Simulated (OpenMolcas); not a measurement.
**Co3+, Rh3+, Ir3+: d6 down the group**

```yaml
Program: OpenMolcas
Method: MS-CASPT2, IPEA 0.25 Eh, imaginary shift 0.1 Eh
Basis: ANO-R2
Scalar_Hamiltonian: X2C, finite nucleus
Spin-orbit_coupling: RASSI with atomic mean-field integrals over the reference wave functions, term energies averaged over their components
```

Active space for each ion: 6 electrons in 5 orbitals (d); closed shells correlated by CASPT2: Co3+ 3s 3p; Rh3+ 4s 4p; Ir3+ 5s 5p.

Computed levels in cm-1 above 5D4:

```tsv
Level	Co3+	Rh3+	Ir3+
5D3	620	1545	5980
5D2	1049	2420	5650
5D1	1324	3010	8970
5D0	1459	3290	9270
3H6	24120	18410	20000
3H5	24410	18690	29930
3P1(1)	24680	22290	35860
3F3(1)	25950	20510	22760
3F2(1)	26180	21150	23670
weight of 5D in the lowest level (%)	100	98	84
```

Mixed levels, with the weight of the term that names them: Ir3+ 5D2 (65 %), Ir3+ 3H5 (51 %), Ir3+ 3P1(1) (70 %), Ir3+ 3F3(1) (51 %), Ir3+ 3F2(1) (72 %).

Measured, with the error of the calculation in %. Measured levels: Co3+ from Sugar and Corliss, J. Phys. Chem. Ref. Data 10, 1097 (1981).

```json
{"Level": "5D3", "Co3+": "639 (-3.1)"}
{"Level": "5D2", "Co3+": "1078 (-2.7)"}
{"Level": "5D0", "Co3+": "1494 (-2.3)"}
{"Level": "3H6", "Co3+": "23680 (+1.9)"}
{"Level": "3H5", "Co3+": "24032 (+1.6)"}
{"Level": "3P1(1)", "Co3+": "24729 (-0.2)"}
{"Level": "3F3(1)", "Co3+": "25736 (+0.8)"}
{"Level": "3F2(1)", "Co3+": "25969 (+0.8)"}
```

The fine-structure level 5D0 changes by a factor of 6.35 from Co3+ to Ir3+.

Without spin-orbit coupling 3H lies 23810, 17650, 16520 cm-1 above 5D in that order; the difference to the level 3H6, of either sign, comes from spin-orbit coupling, which also lowers the zero.

CASPT2 breaks the degeneracy within a term, and the mean is taken; among the terms shown or strongly mixed into the levels shown the widest spread is 1300 cm-1 (5d6 1I, Ir3+). Computed and measured levels are paired by configuration, term and J; levels that our copy of the source lacks, or whose pairing is in doubt (as where it misses far off the trend of its configuration), stay unpaired and out of the deviations. Levels of configurations outside the active space are missing.

A number in round brackets counts repeated terms of one configuration in the order of the reference energies.
